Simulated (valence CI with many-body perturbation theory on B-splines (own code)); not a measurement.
**Sensitivity of CI+MBPT for Cr¹⁰⁺**

Computed by configuration interaction combined with many-body perturbation theory (CI+MBPT): four valence electrons over a frozen Dirac-Fock core [Ne], a basis of 6 s, 6 p, 5 d, 3 f, 1 g functions for each j, with the one-electron correlation potential Σ1, the two-electron term Σ2, the three-electron term Σ3, Breit, model QED; selected CI, second order for the rest, scaled by the run's own slope (own B-spline code, finite nucleus).

No measured levels were compared; by estimate levels of excited configurations hold to 0.05 to 0.15 % of their energy, terms of the ground configuration to about 0.5 %.

The reference run has the lowest level 3s²3p² ³P_0 and an ionisation energy of 269.813 eV. Its largest variational space holds 10001 state functions.

Names give the largest LS component (configuration and term), which can be under half, so a name can repeat, a term be missing and a line seem to break the LS rules; names also repeat where a configuration has a term twice.

Changed runs:
A. averaging of valence orbitals over low configurations on → off
B. cutoff of virtual states (hartree) 1152 → 11000
C. box radius (bohr) 7.6625 → 7.34; shift of the energy in Σ1 (hartree) 0 → 1.089
D. start configuration 3s2 3p2 → 3s4 (bad on purpose)

Excitation energies of the reference run in cm⁻¹, and shifts in cm⁻¹:

```csv
Level,Reference,A,B,C
3s²3p² ³P_1,5530,+0.4,+1.4,+1.5
3s²3p² ³P_2,12004,+0.6,+2.5,+2.7
3s²3p² ¹D_2,37270,-2.7,+2.9,+4.2
3s²3p² ¹S_0,75450,-5.3,+3.3,+5.4
3s3p³ ⁵S°_2,177941,+4.0,+17,-3.4
3s3p³ ³D°_1,242344,+2.1,+18,-0.5
3s3p³ ³D°_2,242453,+2.0,+18,-0.5
3s3p³ ³D°_3,243924,+2.1,+19,+0.1
3s3p³ ³P°_0,278271,+0.2,+19,+1.3
3s3p³ ³P°_1,278600,+0.4,+19,+1.5
3s3p³ ³P°_2,278891,+0.4,+19,+1.6
3s3p³ ¹D°_2,306653,-0.6,+23,+3.0
Ionisation energy (eV),269.813,-0.00086,+0.0028,+0.021
```

Run D: It gave no result: a shell was given more electrons than it holds. The program said: "a valence shell holds more than 4l+2 electrons".
